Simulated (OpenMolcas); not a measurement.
**Levels of Sb by method**

```
Program             : OpenMolcas 26.06
Basis               : ANO-R3 [8s7p5d3f2g1h]
Scalar Hamiltonian  : X2C, finite nucleus
Active space        : 3 electrons in 9 orbitals (RAS2 5p; RAS3 5d 6s, at most 1 electron)
State averaging     : 2S+1 = 4 odd, 1 root; 2S+1 = 2 odd, 8 roots; 2S+1 = 4 even, 3 roots; 2S+1 = 2 even, 8 roots
Spin-orbit coupling : RASSI with atomic mean-field integrals over the reference wave functions, term energies averaged over their components
```

Methods on the same reference wave functions:
A. RASSCF
B. SS-RASPT2, IPEA 0.25 Eh, imaginary shift 0.1 Eh (closed shells correlated: 4d 5s)

Energies in cm-1 above 5s2 5p3 4S* 3/2, the measured ground level; measured values from NIST Handbook of Basic Atomic Spectroscopic Data.

```csv
Level,A,B,Measured
5s2 5p3 4S* 3/2,0.0,0.0,0.0
5s2 5p3 2D* 3/2,12479,9710,8512
5s2 5p3 2D* 5/2,13394,10560,9854
5s2 5p3 2P* 1/2,21930,19640,16395
5s2 5p3 2P* 3/2,23198,20900,18464
5s2 5p2 6s 4P 1/2,45816,44720,43249
5s2 5p2 6s 4P 3/2,47263,46170,45945
5s2 5p2 6s 4P 5/2,49603,48340,48332
5s2 5p2 6s 2P 1/2,50351,48230,46991
5s2 5p2 6s 2P 3/2,52866,50480,49391
```

Deviations, from unrounded energies. A percentage is the sum of absolute deviations over the sum of measured energies, with the sign that they share, or ± where signs differ.

```csv
Against measurement,Levels,A,B
mean absolute deviation (cm-1),9,3300,1300
other terms of the ground configuration (%),4,+33.4,+14.2
other configurations (%),5,+5.1,+1.7
```

B lies closest to measurement on these levels. The largest miss of B in the table is 5s2 5p3 2P* 1/2, by +3200 cm-1. The ranking rests on the paired levels alone, and a cruder setting can come out closer through cancelling errors.

From A to B the spin-free energies of the other terms of 5s2 5p3 shown, above 4S*, scale by factors of 0.78 to 0.89.

The lowest spin-free term lies below A's lowest term by 0.564 hartree in B.

CASPT2 does not keep the components of a term degenerate, so their means are used; among the terms shown or strongly mixed into the levels shown the widest spread is 130 cm-1 (5s2 5p3 2D*, B). ANO sets are built for valence states and can reach diffuse excited orbitals poorly, and with the s shell closed the s pⁿ⁺¹ terms that mix with these levels are absent. With the s shell closed, the reference lacks s² → p² mixing. No level of 5s2 5p2 5d was computed, though it lies in the active space. Some levels mix across a computed gap that differs much from the measured one, so their mixing is not that of the real levels (holds for A). Some terms miss by over 15 % even with CASPT2, which points to a basis or an active space too small for the shells correlated (holds for B). Measured partners are found by configuration, term and J. A level has none where our copy of the source lacks it or the pairing is in doubt (some pairs that miss far off the trend of their configuration count as doubtful), and it then counts in no deviation. Levels of configurations outside the active space are missing. The table leaves out levels that lie high or whose names do not pair safely across all columns.

* marks odd parity.
